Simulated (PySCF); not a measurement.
# Electron correlation in P (phosphorus, neutral)

[Ne] 3s2 3p2 4s1, high-spin 4P determinant (an excited configuration). Computed with PySCF 2.14 in x2c-TZVPPall with one added diffuse shell each of s, p, d type (6s6p4d1f, 51 functions), with scalar relativity by spin-free X2C-1e. Frozen: 1s2; 13 electrons correlated.

```csv
level,correlation energy (mhartree)
CCSD,-252.39
(T),-5.07
CCSD(T),-257.46
```

Diagnostics: T1 = 0.010, D1 = 0.0487, largest double amplitude 0.091.

Problem. Is a single reference adequate?

Solution. Mostly. T1 lies below 0.03, but a double amplitude of this size points to a near-degeneracy that CCSD handles and MP2 describes poorly.

This basis was not built for core-valence correlation, so the inner-shell part is incomplete.
